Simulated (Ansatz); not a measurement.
Two members of one family (Series AlCl2X), computed with Ansatz in the gas phase. The two geometries come from different levels. Binding counts from free atoms in the multiplicity of their measured ground term, without zero-point energy. A dash marks a value that wasn't run or was left out as unsound. The structures are stationary points that may keep the symmetry of their start. Remarks come from the PBE and PBE0 runs and from stability tests at other levels; not every state was tested. HOMO above LUMO (over both spins in singlets and doublets, within one spin in higher multiplets; at PBE or PBE0), or a gap under 0.15 eV within one spin, warns that the state may not be the lowest or that an electron is smeared out.

First: AlCl2Br (singlet, charge 0, B3LYP-D4/def2-SVP geometry).

```xyz
4

Al   -0.006    0.031    0.009
Cl    1.459    1.166    0.970
Cl   -1.879    0.875   -0.360
Br    0.427   -2.071   -0.620
```

```tsv
level	HOMO (eV)	LUMO (eV)	gap (eV)	vertical IE (eV)	vertical triplet (eV)	binding per atom (eV)
PBE-D4/def2-TZVP	-7.65	-2.32	5.33	10.52	5.31	3.22
r2SCAN-D4/def2-TZVP	-8.01	-1.91	6.10	10.80	5.73	3.27
PBE0-D4/def2-SVP	-8.88	-1.31	7.57	–	–	3.20
PBE0-D4/def2-TZVP	-8.98	-1.48	7.50	11.05	5.90	3.20
BHLYP-D4/def2-TZVP	-10.11	-0.63	9.48	–	–	3.07
```

Second: AlCl2H (singlet, charge 0, PBE0-D4/def2-TZVP geometry).

```xyz
4

Al   -0.0745    0.0363    0.1156
Cl   -0.6131    0.7463   -1.7672
Cl    1.5828   -1.2171    0.2671
H    -0.8952    0.4345    1.3846
```

What does the change do? Estimate second minus first.


```
              level  Δ HOMO (eV)  Δ LUMO (eV)  Δ gap (eV)  Δ vertical IE (eV)  Δ vertical triplet (eV)  Δ binding per atom (eV)
   PBE-D4/def2-TZVP        -0.30         0.13        0.42                   –                     0.23                    -0.21
r2SCAN-D4/def2-TZVP        -0.30         0.05        0.35                0.47                     0.02                    -0.21
   PBE0-D4/def2-SVP        -0.34         0.00        0.33                   –                        –                    -0.21
  PBE0-D4/def2-TZVP        -0.33         0.05        0.38                0.45                     0.08                    -0.20
 BHLYP-D4/def2-TZVP        -0.45        -0.02        0.43                   –                        –                    -0.14
```

Remarks: gap within one spin near zero at PBE or PBE0 (+1 doublet), HOMO above LUMO (+1 doublet), gap within one spin near zero at PBE or PBE0 (triplet).
